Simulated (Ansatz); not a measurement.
The cluster Cd₂Cl₂⁺, relaxed as a doublet with UKS PBE-D4/def2-SVP in Ansatz, starting from the GFN1-xTB geometry. Force threshold 0.02 eV/Å.

In the def2 sets Cd takes a core potential; there is no spin–orbit coupling. Another isomer (doublet) lies 0.42 eV lower at PBE0-D4/def2-TZVP; other spin states weren't run for this one.

Start:

```xyz
4

Cd   -0.928    0.072   -1.503
Cd    0.635   -0.052    1.037
Cl   -1.494   -0.806    1.179
Cl    1.787    0.786   -0.714
```

```
        step  energy (eV)  largest force component (eV/Å)  SCF passes
           1  -34150.3475                           1.195          27
           2  -34150.5080                           0.339          30
           3  -34150.5505                           0.141          31
           4  -34150.5681                           0.128          30
           5  -34150.5839                           0.099          31
           6  -34150.6221                           0.208          34
7 (rejected)  -34150.5902                           0.505          31
           8  -34150.6355                           0.038          32
           9  -34150.6359                           0.002          32
```

Force components are those of the run's own axes.

End:

```
atom   x (Å)   y (Å)   z (Å)
 Cd1  -0.917   0.078  -1.508
 Cd2   0.918  -0.078   1.509
 Cl3  -1.444  -0.703   0.842
 Cl4   1.444   0.703  -0.842
```

By distances, no bond broke or formed, bridged metal pairs apart. The bond that changes most is Cd1–Cl4, from 2.92 to 2.53 Å (atoms count from 1). Metal–metal contacts that move far: Cd1–Cd2 2.99 to 3.53 Å.

No frequencies were taken in this run, so the end may be a saddle point.

Run time 20 s (4 threads of Arm Neoverse V2 on a shared host).
